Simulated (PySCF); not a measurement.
## Strontium: a sound run and one with changed settings

Sound run: Sr [Kr] 5s2, Sr+ [Kr] 5s1. All numbers are calculated (PySCF 2.14, the spin-free X2C one-electron Hamiltonian (Gaussian nucleus), in x2c-TZVPall (8s6p6d1f, 63 functions)). The sound run starts from symmetry-adapted Hartree-Fock orbitals and uses a fine grid where one is needed.

A second run was set up differently.

```
species  method  sound run (hartree)  changed run (hartree)  converged
     Sr     UHF          -3177.31954            -3177.31392         no
     Sr    TPSS          -3179.11486            -3179.06250         no
     Sr   B3LYP          -3179.29227            -3179.25270         no
    Sr+     UHF          -3177.14513            -3177.13855         no
    Sr+    TPSS          -3178.90932            -3178.77065         no
    Sr+   B3LYP          -3179.08006            -3179.03195         no
```

(1) What was changed?
A. a valence shell is frozen
B. too few SCF iterations
C. angular grid far too coarse
D. radial grid too coarse

Answers

(1) B. It used initial guess sap, at most 2 SCF cycles. The SCF was stopped early; the energies are upper bounds that still move, and correlated levels were skipped or rest on poor orbitals.
